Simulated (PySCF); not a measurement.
## C₆ coefficients of unlike pairs at PBE

Calculated with PySCF 2.14 from the dipole response of each species, C₆(A,B) = (3/π) ∫ α_A(iu) α_B(iu) du, in atomic units, from isotropic polarisabilities. For ions this is the dispersion term alone; charge-induced terms of lower order in 1/R come first.

```csv
species,configuration,basis,relativity,α (bohr³),C₆ (like pair)
Rh³⁺,[Kr] 4d6 (5D),"x2c-TZVPPall with one added diffuse shell each of s, p, d, f type (9s7p7d3f1g)",spin-free X2C,4.730,21.57
S²⁺,[Ne] 3s2 3p2 (3P),aug-cc-pV(5+d)Z (8s7p6d4f3g2h),none,7.319,26.51
Sc³⁺,[Ar] (1S),aug-cc-pVQZ-DK (9s8p6d4f3g2h),spin-free X2C,2.151,5.612
S,[Ne] 3s2 3p4 (3P),aug-cc-pCVQZ-DK (10s9p7d5f3g),spin-free X2C,21.05,145.6
```

(1) Estimate C₆ for Sc³⁺ with S²⁺.

No spin-orbit coupling is included.

The other pairs:

| pair | C₆ |
| --- | --- |
| S²⁺, Rh³⁺ | 22.52 |
| S, Sc³⁺ | 24.13 |
| S, S²⁺ | 61.13 |
| S, Rh³⁺ | 49.23 |
| Sc³⁺, Rh³⁺ | 10.98 |

## Answers

(1) The integral gives 11.19. The combination rule 2 C_A C_B / (C_A α_B/α_A + C_B α_A/α_B) gives 11.07 and the geometric mean 12.20.
